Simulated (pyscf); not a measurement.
PySCF, gas phase, ωB97X-D3(BJ)/def2-SVP geometries.

SMILES: CC(F)(Br)F
```xyz
8

C     -0.6366     0.0529    -1.8770
C     -0.8137    -1.0844    -0.9047
F     -1.1879    -0.6290     0.3031
F      0.3382    -1.7572    -0.7404
Br    -2.1665    -2.3478    -1.5135
H     -1.5811     0.6010    -1.9858
H     -0.3212    -0.3369    -2.8531
H      0.1383     0.7246    -1.4780
```

Q: What is the homolytic dissociation enthalpy (298 K, ωB97M-D3(BJ)/def2-TZVP) of the Br–C bond of H₃C–C(F)(F)–Br (SMILES CC(F)(F)Br), to H₃C–C•(F)–F + Br•?

A: Br–C to H₃C–C•(F)–F + Br•: 294.5 kJ/mol. The 7 functionals that were run give +283.9 (B3LYP-D3(BJ)) to +300.8 kJ/mol (ωB97X-D3(BJ)). Other isomers of H₃C–C•(F)–F were not searched in full and may lie lower. Left out: the spin-orbit lowering of Br, which is large for Br, Se, Te and I. Elements up to Kr have no core potential and no relativistic terms here.
